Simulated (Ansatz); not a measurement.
Program: Ansatz. Geometries: PBE0-D4/def2-TZVP. ΔE: electronic, gas phase. CCSD(T)/CBS adds triple-zeta CCSD(T) − MP2 to the extrapolated MP2 energy (def2 sets, frozen cores). DFT in def2-TZVPP. HSE06 is defined as in plane-wave codes. def2 core potentials past Kr. For Ga, In outer-core shells are correlated without core-valence functions, which leaves a few kJ/mol of doubt a bond. Scalar relativity is left out up to krypton. One conformer a species, not always the lowest.

`C[CH](C)[Ga]([SH])[SH]` + `[NH2][In]([NH2])[OH]` → `[OH][Ga]([SH])[SH]` + `C[CH](C)[In]([NH2])[NH2]`  (redistribution)

`C[CH](C)[Ga]([SH])[SH]`:

Cartesian coordinates in Å:
```
C -0.549 -0.063 -1.695
C -0.388 -0.548 -0.258
C 0.790 -1.500 -0.106
Ga -0.283 0.988 0.987
S 1.298 1.260 2.505
S -1.793 2.597 0.908
H -0.687 -0.911 -2.375
H 0.335 0.483 -2.038
H -1.410 0.599 -1.816
H -1.306 -1.074 0.034
H 1.737 -1.011 -0.353
H 0.686 -2.357 -0.782
H 0.876 -1.895 0.910
H 1.937 0.125 2.173
H -1.243 3.308 1.907
```

`[NH2][In]([NH2])[OH]`:

```xyz
9

N    -1.443    1.148   -0.364
In    0.206    0.035   -0.001
N     0.404   -1.952   -0.262
O     1.929    0.976    0.326
H    -2.332    0.687   -0.227
H    -1.474    2.045    0.101
H    -0.387   -2.525   -0.005
H     1.239   -2.346    0.150
H     1.856    1.931    0.282
```

`[OH][Ga]([SH])[SH]`:

```xyz
7

O     1.055   -0.491   -0.965
Ga   -0.236   -0.039    0.176
S    -1.573   -1.651    0.797
S    -0.503    2.004    0.938
H     1.634    0.229   -1.224
H    -0.912   -2.544    0.039
H     0.535    2.493    0.239
```

`C[CH](C)[In]([NH2])[NH2]`:

```xyz
17

C     1.382   -1.234    0.894
C    -0.070   -0.854    0.639
C    -0.733   -0.292    1.888
In   -0.262    0.500   -1.043
N    -1.359    2.205   -0.971
N     0.626    0.240   -2.848
H     1.985   -0.368    1.182
H     1.454   -1.958    1.717
H     1.855   -1.687    0.019
H    -0.613   -1.754    0.330
H    -0.664   -1.005    2.720
H    -1.793   -0.073    1.734
H    -0.254    0.633    2.221
H    -2.095    2.296   -0.288
H    -1.649    2.641   -1.833
H     0.737    1.043   -3.450
H     1.453   -0.335   -2.912
```

Is it downhill or uphill in electronic energy at CCSD(T)/CBS, and by how much? (Best estimate.)

Computed: Downhill: ΔE = -7.3 kJ/mol.

What do these levels give: PBE-D4, r2SCAN-D4, PBE-QIDH, BLYP, HSE06, MP2/def2-QZVPP? (Estimate.)

Computed: PBE-D4 -5.8, r2SCAN-D4 -9.4, PBE-QIDH -12.4, BLYP -10.4, HSE06 -10.9, MP2/def2-QZVPP -10.5 kJ/mol.

Largest T1 diagnostic among the species: 0.015.

At CCSD(T), def2-SVP lies −13.9 kJ/mol from the extrapolated value and def2-TZVPP −5.9 kJ/mol. The D4 term adds +4.2 kJ/mol with B3LYP and +2.4 kJ/mol with PBE0; it sums over pairs of atoms, weighted by their polarisabilities, and B3LYP, whose exchange is more repulsive, gets the larger term. Leaving LDA and LC-ωPBE aside and taking each functional with its dispersion term where it has one, the values, not all of them listed here, spread over 9.2 kJ/mol, from PBE-QIDH to revPBE-D4.

B3LYP here is the variant with VWN-RPA as its local correlation; programs differ in this.
